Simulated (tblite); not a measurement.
CH₅Ge (charge -1).
InChI=1S/CH5Ge/c1-2/h2H2,1H3/q-1

Computed values, GFN2-xTB/tblite, gas phase, harmonic and unscaled. This tight-binding method is rough: wavenumbers can miss measured ones by several per cent, in bad cases by 10 to 20. Modes of hydrogen on germanium can be 10 to 20 % off.

Harmonic wavenumbers (cm⁻¹): 167.3, 463.2, 513.0, 544.4, 692.7, 733.3, 740.5, 933.5, 968.5, 1313.8, 1537.5, 1539.7, 2880.7, 2901.0, 2978.0.

A = 55884, B = 8018, C = 8017 MHz; mass 90.960 u (most abundant isotopes); point group Cs, symmetry number 1.

**Question.** What is the zero-point energy?

**Answer.** Half the sum of the wavenumbers: 9454 cm⁻¹ = 113.09 kJ/mol.

**Question.** Entropy at 400 K, 1 bar (ideal gas, RRHO, classical rotation)?

**Answer.** Translation 171.22, rotation 95.79, vibration 36.38: S = 303.4 J/(mol K).

**Question.** And Cp and H(400 K) − H(0)?

**Answer.** Cp = 85.57 J/(mol K), of which vibrations give 52.31 (their classical limit is 15 R = 124.7); H(400 K) − H(0) = 22.39 kJ/mol without the zero-point energy, 9.08 from vibrations.

**Question.** What must be added to the electronic energy to get the Gibbs energy at 400 K and 1 bar?

**Answer.** ZPE + [H(400 K) − H(0)] − T·S = 113.09 + 22.39 − 121.35 = 14.13 kJ/mol.

**Question.** Which modes carry the vibrational entropy at 400 K?

**Answer.** 167.3 cm⁻¹: 12.66; 463.2 cm⁻¹: 4.97; 513.0 cm⁻¹: 4.31; 544.4 cm⁻¹: 3.94; 692.7 cm⁻¹: 2.59; 733.3 cm⁻¹: 2.31 J/(mol K); the other 9 give 5.60 together.

Hindered rotation and anharmonicity are outside this model.

Run on Arm Neoverse V1, one thread, shared host. This covers the Hessian and the dipole derivatives.
